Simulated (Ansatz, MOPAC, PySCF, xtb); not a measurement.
Dimer: NH3 (SMILES N) (first 4 atoms) with C3H8 (SMILES CCC); geometry from B3LYP-D3(BJ)/def2-TZVP, rigid monomers moved along the line of their centres of mass till H2···H11 is 2.12 Å.
(charge 0, multiplicity 1):
```tsv
atom	x (Å)	y (Å)	z (Å)
N	0.2960	0.1290	0.4838
H	0.1338	0.8239	1.2036
H	0.9649	0.5202	-0.1696
H	-0.5775	0.0029	-0.0148
C	1.2806	0.0896	3.8692
C	-0.2022	0.4517	3.9007
C	-1.1023	-0.7290	3.5450
H	1.9093	0.9478	4.1161
H	1.5016	-0.7021	4.5895
H	1.5695	-0.2727	2.8804
H	-0.3924	1.2781	3.2069
H	-0.4675	0.8315	4.8920
H	-2.1578	-0.4491	3.5612
H	-0.8642	-1.1100	2.5497
H	-0.9652	-1.5488	4.2547
```

Counterpoise-corrected where a basis set is named; no monomer relaxation. Rows marked so take none.

Frozen-core correlation. Rows in 6-31G* carry no dispersion term and start afresh at each structure (6-31G* with six Cartesian d functions). The state that AM1, PM7 reach isn't checked; PM7 holds dispersion and hydrogen-bond terms.

Run with Ansatz (Gaussian basis) for Hartree–Fock, density functionals and correlated methods; MOPAC for AM1, PM7 (differences of heats of formation); PySCF for 6-31G* rows, the dispersion terms; xtb for the GFN methods. 

```
level                          interaction energy (kJ/mol)
-----------------------------  ---------------------------
GFN-FF                                                -1.3
AM1                                                    0.9
PM7                                                   -4.2
HF/6-31G* (no counterpoise)                            3.5
BP86/6-31G* (no counterpoise)                         -0.6
r2SCAN-D3(BJ)/def2-TZVPPD                             -4.1
B3LYP/def2-TZVPPD                                      4.4
wB97M-V/def2-TZVPPD                                   -3.9
CCSD(T)/aug-cc-pVDZ                                    [?]
```

Problem. Fill in the missing entries.

Solution. 
- CCSD(T)/aug-cc-pVDZ, interaction energy (kJ/mol): -2.2

Ansatz is an electronic-structure program.
